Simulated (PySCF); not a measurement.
How methods differ on the ionisation energy of Tc(15+)

Tc(15+) [Ar] 3d10 → Tc(16+) [Ar] 3d9 [3d3/2^4 3d5/2^5, M_J = 5/2], as a difference of total energies. Computed with PySCF 2.14 in an even-tempered Gaussian basis (17 s from 1.3 bohr⁻², ratio 2.8; 13 p from 1.7 bohr⁻², ratio 2.8; 8 d from 1.7 bohr⁻², ratio 2.8; 4 f from 9.5 bohr⁻², ratio 3), with the two-component X2C-1e Hamiltonian. Correlated levels: [Ne] frozen; the 76 highest virtual spinors dropped. "Screened" scales the spin-orbit matrix elements by Boettger's factors to mimic the two-electron term; Breit and QED terms are absent.

| method | ionisation energy (eV) |
| --- | --- |
| GHF (spin-free) | 606.31 |
| GMP2 (spin-free) | 607.87 |
| GHF (screened spin-orbit) | 604.68 |
| GMP2 (screened spin-orbit) | 606.25 |

Task: How much does correlation contribute at GMP2 (screened spin-orbit)?

Result: 606.25 − (604.68) = 1.57 eV, measured against GHF (screened spin-orbit).

Breit and QED terms and the two-electron picture change are absent.

The spin-free rows lack the spin-orbit shift.

For comparison: 604 ± 3 eV (theoretical estimate listed by NIST; NIST Atomic Spectra Database, ionization energies).
